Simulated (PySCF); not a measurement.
A structure optimised at PBE0-D3(BJ)/def2-SVP, used in a PySCF frequency run:

```xyz
10

C      0.9392     2.3755     0.0000
C      0.2896     1.3551     0.0000
C     -0.3942     0.0632     0.0000
F     -1.1995    -0.0363    -1.0963
F     -1.1995    -0.0363     1.0963
Si     0.8366    -1.4313     0.0000
H      1.5008     3.2925     0.0000
H      1.6762    -1.3435    -1.2268
H      0.0187    -2.6758     0.0000
H      1.6762    -1.3435     1.2268
```
Charge 0, spin multiplicity 1.

Write its SMILES, formula and point group.

C#CC(F)(F)[SiH3], C3H4F2Si, Cs

What are its rotational constants (standard atomic weights)?

3.5108, 2.3191, 1.9109 GHz
